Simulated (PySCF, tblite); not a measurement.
Species: C2H5BCl2O2.
SMILES: `OB(Cl)OCCCl`

Jobs on this species (12 atoms, 72 electrons) with PySCF (density fitting) and tblite. Hardware of each: one thread, Arm Neoverse N1 (aarch64), shared host. The host was shared with other jobs, so the times are rough.

Question: Rank these jobs by wall time, shortest first.
A. PBE0/def2-SVPD; 8 singlets by full TDDFT, 3 Tamm–Dancoff triplets, polarisability; 200 basis functions
B. GFN2-xTB; Hessian by finite differences
C. GFN2-xTB; L-BFGS relaxation
D. PBE0/pcSseg-1; shieldings, charges and field gradients; 158 basis functions

Answer: B (0.6 s), C (1.2 s), D (34 s), A (60 s).

All jobs:

```json
{"level and settings": "GFN2-xTB", "work": "Hessian by finite differences", "basis functions": "–", "SCF cycles": "–", "wall time": "0.6 s"}
{"level and settings": "GFN2-xTB", "work": "L-BFGS relaxation", "basis functions": "–", "SCF cycles": "–", "wall time": "1.2 s"}
{"level and settings": "PBE0/pcSseg-1", "work": "shieldings, charges and field gradients", "basis functions": "158", "SCF cycles": "14", "wall time": "34 s"}
{"level and settings": "PBE0/def2-SVPD", "work": "8 singlets by full TDDFT, 3 Tamm–Dancoff triplets, polarisability", "basis functions": "200", "SCF cycles": "14", "wall time": "60 s"}
```

Question: What do all jobs in the table cost together?

Answer: About 96 s; the longest takes about 63 % of that, and about 100 times as long as the shortest.
